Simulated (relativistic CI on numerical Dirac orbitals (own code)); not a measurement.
**Ti: calculation against measurement**

Computed by Dirac-Coulomb-Breit CI, KLI orbitals optimised for each configuration, a model potential for QED, valence Slater integrals scaled by 0.85, P86 correlation energy added to each configuration (own radial code, finite nucleus).

CI space (outside the closed core [Ar]): 3d2 4s2, 3d3 4s, 3d2 4s 4p, 3d3 4p, 3d4, 3d2 4s 4d, 3d 4s2 4p, 3d3 4d, 3d2 4s 5s, 3d2 4s 5p, 3d2 4s 6s, 3d 4s2 6s, 3d3 5s, 3d2 4s 4f, 3d2 4s 6p, 3d2 4p2, 3d 4p3. Double excitations out of closed p, d and f shells are left out; levels of such configurations are missing from the list, as are those of other unlisted configurations, and high levels can miss mixing partners. These lack a partner that the ground configuration has and come out too high: 3d 4s2 6s.

```
Configuration  Term (tabulated)  J  Measured (cm⁻¹)  Computed  Error  Purity (%)
      3d2 4s2              a 3F  2              0.0         0      0          93
      3d2 4s2              a 3F  3            170.1       159    -11          93
      3d2 4s2              a 3F  4            386.9       363    -24          93
       3d3 4s              a 5F  1           6556.8      8008   1451          97
       3d3 4s              a 5F  2           6598.8      8039   1440          97
       3d3 4s              a 5F  3           6661.0      8086   1425          97
       3d3 4s              a 5F  4           6742.8      8147   1404          97
       3d3 4s              a 5F  5           6843.0      8222   1379          97
      3d2 4s2              a 1D  2           7255.4      7899    644          89
      3d2 4s2              a 3P  0           8436.6      8975    539          85
      3d2 4s2              a 3P  1           8492.4      9024    532          85
      3d2 4s2              a 3P  2           8602.3      9120    518          84
       3d3 4s              b 3F  2          11531.8     13582   2050          89
       3d3 4s              b 3F  3          11639.8     13671   2031          89
       3d3 4s              b 3F  4          11776.8     13787   2010          89
      3d2 4s2              a 1G  4          12118.4     12384    266          87
    3d2 4s 4p             z 5G°  2          15877.1     12927  -2950          99
    3d2 4s 4p             z 5G°  3          15975.6     13015  -2961          99
    3d2 4s 4p             z 5G°  4          16106.1     13132  -2975          99
    3d2 4s 4p             z 5G°  5          16267.5     13276  -2991          99
    3d2 4s 4p             z 5G°  6          16458.7     13449  -3010          99
    3d2 4s 4p             z 5F°  1          16817.2     13897  -2920          97
    3d2 4s 4p             z 5F°  2          16875.1     13949  -2926          97
    3d2 4s 4p             z 5F°  3          16961.4     14027  -2934          97
    3d2 4s 4p             z 5F°  4          17075.3     14131  -2944          97
    3d2 4s 4p             z 5F°  5          17215.4     14259  -2957          97
    3d2 4s 4p             z 5D°  0          18462.7     15461  -3002          97
    3d2 4s 4p             z 5D°  1          18482.8     15482  -3001          97
    3d2 4s 4p             z 5D°  2          18525.1     15524  -3001          97
    3d2 4s 4p             z 5D°  3          18593.9     15590  -3004          97
    3d2 4s 4p             z 5D°  4          18695.1     15682  -3013          97
    3d2 4s 4p             z 3F°  2          19323.0     17089  -2234          94
    3d2 4s 4p             z 1D°  2          22081.2     20026  -2055          89
    3d2 4s 4p             z 1F°  3          22404.7     20571  -1834          95
    3d2 4s 4p             z 1G°  4          24694.9     23414  -1281          95
    3d2 4s 4p             z 5S°  2          25102.9     23514  -1589          79
    3d2 4s 4p             z 3P°  2          25493.7     23218  -2276          72
    3d2 4s 4p             z 3P°  1          25537.3     23312  -2225          81
    3d2 4s 4p             z 3P°  0          25574.9     23335  -2240          78
    3d2 4s 4p             y 5D°  0          25612.4     23534  -2079          93
    3d2 4s 4p             y 5D°  1          25635.7     23563  -2073          93
    3d2 4s 4p             y 5D°  2          25700.0     23621  -2079          93
    3d2 4s 4p             y 5D°  3          25797.6     23701  -2096          91
    3d2 4s 4p             y 5D°  4          25926.8     23802  -2124          87
       3d3 4p             y 5G°  2          26494.3     26980    486          99
       3d3 4p             y 5G°  3          26564.4     27040    476          99
       3d3 4p             y 5G°  4          26657.4     27120    462          99
       3d3 4p             y 5G°  5          26773.0     27218    445          99
    3d2 4s 4p             x 3F°  3          26892.9     24086  -2807          79
       3d3 4p             y 5G°  6          26910.7     27335    425         100
    3d2 4s 4p             x 3F°  4          27025.7     24216  -2809          75
    3d2 4s 4p             x 3D°  1          27355.1     25588  -1767          92
    3d2 4s 4p             x 3D°  2          27418.0     25659  -1759          85
    3d2 4s 4p             x 3D°  3          27480.1     25783  -1698          77
       3d3 4p             x 5D°  0          29829.1     30240    411          92
       3d3 4p             x 5D°  2          29907.3     30288    381          65
       3d3 4p             x 5D°  3          29986.2     30365    378          79
       3d3 4p             x 5D°  4          30060.3     30467    407          92
```

Measured levels from NIST Handbook of Basic Atomic Spectroscopic Data (Sansonetti and Martin, J. Phys. Chem. Ref. Data 34, 1559 (2005)); pairs were made by configuration, J and term (by order where the table uses no LS term), so strongly mixed levels may be paired wrongly.

Mean error by configuration (cm⁻¹): 3d2 4s2 352; 3d3 4s 1649; 3d2 4s 4p -2473; 3d3 4p 430. Over the excited levels the mean absolute error is 1776 cm⁻¹ (57 of the 77 excited levels that our extract of the source holds in range could be paired, and the others can miss by more), and the median relative error of those above 1,000 cm⁻¹ is 8.9 %.
